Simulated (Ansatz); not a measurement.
`C[Si](O)(O)F` + `F[CH2][AlH][SiH3]` → `C[Si](O)(O)[SiH3]` + `F[CH2][AlH][F]`  (redistribution)

Calculated with Ansatz (gas phase, PBE0-D4/def2-TZVP geometries, no zero-point term in ΔE). CBS: MP2 limit from def2 TZ/QZ plus the TZ coupled-cluster correction, frozen cores. This one scheme is used for every species. Functionals use def2-TZVPP. Each species was taken in one conformer, which may not be the lowest.

```tsv
species	r2SCAN-D4 energy (Eh)
`C[Si](O)(O)F`	-581.08083
`F[CH2][AlH][SiH3]`	-673.39629
`C[Si](O)(O)[SiH3]`	-772.41761
`F[CH2][AlH][F]`	-482.05795
```

Work out ΔE.

ΔE = (-772.41761) + (-482.05795) − (-581.08083) − (-673.39629) = 0.00156 Eh = +1.0 kcal/mol. CCSD(T)/CBS gives +0.5 kcal/mol.

Largest T1 diagnostic among the species: 0.012.

The D4 term adds −0.8 kcal/mol with B3LYP and −0.5 kcal/mol with PBE0; it sums over pairs of atoms, weighted by their polarisabilities, and B3LYP, whose exchange is more repulsive, gets the larger term. From PBE to PBE0 (25 % exact exchange), in def2-TZVPP and without D4, ΔE moves by +1.3 kcal/mol.

B3LYP here is the variant with VWN-RPA as its local correlation; programs differ in this.
